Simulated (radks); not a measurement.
Question: The table gives one normalised radial function P(r) = r R(r) of Ni4+ in [Ar] 3d6 (r in bohr). Method: scalar-relativistic Kohn-Sham, PBE, spin-polarised, spherical densities, point nucleus; open shells are filled with parallel spins first; computed with a radial shooting solver on a logarithmic mesh with Libxc functionals.

| r | P |
|---|---|
| 0.005747 | 0.0672 |
| 0.008437 | 0.0902 |
| 0.01249 | 0.1169 |
| 0.01848 | 0.1412 |
| 0.02713 | 0.1516 |
| 0.04015 | 0.1291 |
| 0.05942 | 0.0512 |
| 0.08724 | -0.0825 |
| 0.1291 | -0.2252 |
| 0.1895 | -0.2463 |
| 0.2805 | -0.0300 |
| 0.4151 | 0.3168 |
| 0.6095 | 0.4003 |
| 0.902 | -0.0296 |
| 1.335 | -0.6391 |
| 1.96 | -0.8081 |
| 2.9 | -0.4371 |
| 4.258 | -0.0947 |
| 6.302 | -0.0056 |

Which n and l does it have? It may be an empty orbital.

Answer: n = 4, l = 0: the number of nodes gives n - l - 1 = 3, the rise at small r (about r^(l+1)) gives l, and the extent must fit the shell. The curve is that of 4s down; the table hardly tells the two spins apart. 4s down (empty): eigenvalue -45.665 eV, 3 radial nodes at r = 0.0700, 0.291, 0.885 bohr, <r> = 1.98 bohr, 90 % of the charge inside 2.85 bohr.
